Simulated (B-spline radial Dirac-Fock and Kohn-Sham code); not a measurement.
## Two-hole binding energies of Pm¹⁸⁺

System: Pm¹⁸⁺, [Kr] 4d7.

The run's input, task.json:

```json
{"items": [{
  "Z": 61,
  "q": 18,
  "cfg": [[1, 0, 2], [2, 0, 2], [2, 1, 6], [3, 0, 2], [3, 1, 6], [3, 2, 10], [4, 0, 2], [4, 1, 6], [4, 2, 7]],
  "A": 145,
  "rrms": 4.962,
  "do": ["binding", "quiet", "double"]
}]}
```

Run with: `python xray_run.py task.json out`

Model: Dirac-Fock energy differences between relaxed states, corrected for Breit and QED terms. Program: a radial finite-basis atomic code. U is the two-hole binding energy less the two single-hole energies, the effective repulsion of the holes after relaxation. Each two-hole energy is an average over J within one jj subconfiguration.

| holes | E(a) (eV) | E(b) (eV) | E(ab) (eV) | U (eV) |
| --- | --- | --- | --- | --- |
| 1s⁻² | 45649.0 | 45649.0 | 92371.9 | 1073.9 |
| 1s⁻¹ 3p3/2⁻¹ | 45649.0 | 1819.1 | 47574.2 | 106.0 |
| 2s⁻² | 7899.3 | 7899.3 | 15993.6 | 195.0 |
| 2s⁻¹ 2p1/2⁻¹ | 7899.3 | 7479.8 | ? | ? |
| 2p1/2⁻² | 7479.8 | 7479.8 | 15199.7 | 240.0 |
| 2s⁻¹ 2p3/2⁻¹ | 7899.3 | 6926.3 | 15004.1 | 178.5 |
| 2p1/2⁻¹ 2p3/2⁻¹ | 7479.8 | 6926.3 | 14620.1 | 214.0 |
| 2s⁻¹ 3p1/2⁻¹ | 7899.3 | 1933.3 | 9928.9 | 96.3 |
| 2s⁻¹ 3d5/2⁻¹ | 7899.3 | 1488.2 | 9486.6 | 99.0 |
| 2p1/2⁻¹ 3p3/2⁻¹ | 7479.8 | 1819.1 | 9394.6 | 95.7 |
| 2p3/2⁻¹ 3s⁻¹ | 6926.3 | 2112.1 | 9131.2 | 92.8 |
| 2p1/2⁻¹ 3d5/2⁻¹ | 7479.8 | 1488.2 | 9069.3 | 101.3 |
| 2p3/2⁻¹ 3p1/2⁻¹ | 6926.3 | 1933.3 | 8958.1 | 98.5 |
| 3p1/2⁻² | 1933.3 | 1933.3 | 3946.4 | 79.7 |

**Question.** Give the missing two-hole energy and U.

**Answer.** E(ab) = 15564.5 eV and U = 185.4 eV.

Values without a named source are computed, but for edge energies of neutral atoms, which are taken from tables.
